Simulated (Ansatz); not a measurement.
Start from `[F][Al]([SH])[Br]` and change one atom or group to get `[SH][Al]([SH])[Br]`.

Ansatz, PBE0-D4/def2-TZVP geometries, multiplicity 1. Each molecule was computed in one conformer, which needn't be the lowest.

Scalar relativity is left out up to krypton.

| property | `[F][Al]([SH])[Br]` |
| --- | --- |
| HOMO energy (PBE0/def2-TZVPP) / eV | -8.29 |
| HOMO–LUMO gap (B3LYP/def2-TZVPP) / eV | 6.60 |
| LUMO energy (PBE/def2-TZVPP) / eV | -1.98 |
| size of the dipole moment (ωB97M-V/def2-TZVPP) / D | 1.35 |
| size of the dipole moment (B3LYP/def2-TZVPP) / D | 1.41 |
| HOMO–LUMO gap (PBE/def2-TZVPP) / eV | 5.07 |

(1) What does the change do to each property? (Best estimate.)

## Answers

(1) Ansatz gave: 
| property | `[SH][Al]([SH])[Br]` | shift |
| --- | --- | --- |
| HOMO energy (PBE0/def2-TZVPP) / eV | -7.95 | 0.34 |
| HOMO–LUMO gap (B3LYP/def2-TZVPP) / eV | 6.53 | -0.07 |
| LUMO energy (PBE/def2-TZVPP) / eV | -1.72 | 0.26 |
| size of the dipole moment (ωB97M-V/def2-TZVPP) / D | 1.97 | 0.62 |
| size of the dipole moment (B3LYP/def2-TZVPP) / D | 1.95 | 0.54 |
| HOMO–LUMO gap (PBE/def2-TZVPP) / eV | 5.00 | -0.07 |

With PBE0 the HOMO rises by 0.34 eV and the LUMO rises by 0.24 eV, so the gap narrows by about 0.10 eV. PBE moves the HOMO by 0.33 eV and ωB97M-V by 0.35 eV. Dipoles are sizes alone; their direction can turn.

B3LYP here is the variant with VWN-RPA as its local correlation; programs differ in this.

Spin–orbit coupling is left out; it splits and shifts lone-pair levels of the heavy atoms by tenths of an eV.
